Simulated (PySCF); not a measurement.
C6H14S, SMILES SCCCCCC.

Geometry: B3LYP-D3(BJ)/def2-SVP. Other conformers were not sampled.

The numbers are results of TDA-ωB97X/def2-SVPD (PySCF), not measurements.

Vertical excitations. Isolated molecule, no solvent. State labels are in the subgroup Cs.

```json
[
 {"state": "S1", "symmetry": "A\"", "energy (eV)": "5.63", "λ (nm)": "220", "f": "0.002", "main pairs": "HOMO→LUMO 64 %"},
 {"state": "S2", "symmetry": "A\"", "energy (eV)": "6.52", "λ (nm)": "190", "f": "0.037", "main pairs": "HOMO→LUMO+1 77 %"},
 {"state": "S3", "symmetry": "A\"", "energy (eV)": "7.74", "λ (nm)": "160", "f": "0.040", "main pairs": "HOMO→LUMO+7 27 %, HOMO→LUMO+4 19 %, HOMO→LUMO 18 %, HOMO→LUMO+6 10 %"},
 {"state": "S4", "symmetry": "A\"", "energy (eV)": "7.91", "λ (nm)": "157", "f": "0.015", "main pairs": "HOMO→LUMO+3 52 %, HOMO→LUMO+6 26 %, HOMO→LUMO+4 8 %"},
 {"state": "S5", "symmetry": "A'", "energy (eV)": "7.99", "λ (nm)": "155", "f": "0.059", "main pairs": "HOMO→LUMO+5 85 %"},
 {"state": "S6", "symmetry": "A'", "energy (eV)": "8.68", "λ (nm)": "143", "f": "0.053", "main pairs": "HOMO−3→LUMO 44 %, HOMO−1→LUMO 22 %"},
 {"state": "T1", "symmetry": "A\"", "energy (eV)": "5.21", "λ (nm)": "238", "f": "0", "main pairs": "HOMO→LUMO 57 %, HOMO→LUMO+6 9 %"},
 {"state": "T2", "symmetry": "A\"", "energy (eV)": "6.04", "λ (nm)": "205", "f": "0", "main pairs": "HOMO→LUMO+1 70 %, HOMO→LUMO+12 13 %"}
]
```
Triplets are in the Tamm–Dancoff approximation.
